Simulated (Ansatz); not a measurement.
Reaction (substitution at a C–O bond): `OCO[SiH2]F` + HI → `F[SiH2]OCI` + H₂O

Isolated molecules relaxed with PBE0-D4/def2-TZVP in Ansatz; ΔE leaves out vibrations. CBS: MP2 limit from def2 TZ/QZ plus the TZ coupled-cluster correction, frozen cores. This one scheme is used for every species. Functionals use def2-TZVPP. B3LYP here is the variant with VWN-RPA as its local correlation; programs differ in this. Elements past krypton have def2 core potentials. For I outer-core shells are correlated without core-valence functions, which leaves a few kJ/mol of doubt a bond. Each species was taken in one conformer, which may not be the lowest.

`OCO[SiH2]F`:

Z-matrix (Å, degrees):
```
C
O 1 1.406
O 1 1.390 2 112.8
H 1 1.095 2 106.2 3 123.1
H 1 1.093 2 110.0 3 -118.1
Si 2 1.633 1 125.6 3 48.3
H 3 0.962 1 108.9 2 69.7
F 6 1.596 2 110.1 1 54.9
H 6 1.478 2 112.9 1 -64.5
H 6 1.476 2 105.5 1 172.1
```

HI:

Z-matrix (Å, degrees):
```
I
H 1 1.610
```

`F[SiH2]OCI`:

Z-matrix (Å, degrees):
```
Si
O 1 1.642
F 1 1.594 2 108.9
H 1 1.473 2 105.1 3 117.1
H 1 1.475 2 111.7 3 -118.5
C 2 1.372 1 128.0 3 49.1
I 6 2.181 2 113.8 1 65.3
H 6 1.089 2 113.1 1 -53.1
H 6 1.086 2 109.7 1 -178.5
```

H₂O:

Cartesian coordinates in Å:
```
O -0.018 -0.098 0.376
H -0.752 0.078 -0.216
H 0.769 0.020 -0.160
```

| level | ΔE (kcal/mol) |
| --- | --- |
| PBE-D4 | -3.2 |
| B3LYP-D4 | -2.4 |

Question: What does CCSD(T)/CBS give? (An estimate is asked.)

Answer: The calculation gave: -4.0 kcal/mol. The listed levels differ from it by 0.8, 1.6 kcal/mol.

Largest T1 diagnostic among the species: 0.012.

From PBE to PBE0 (25 % exact exchange), in def2-TZVPP and without D4, ΔE moves by +1.2 kcal/mol. The D4 term adds −1.8 kcal/mol with B3LYP and −1.0 kcal/mol with PBE0; it sums over pairs of atoms, weighted by their polarisabilities, and B3LYP, whose exchange is more repulsive, gets the larger term.
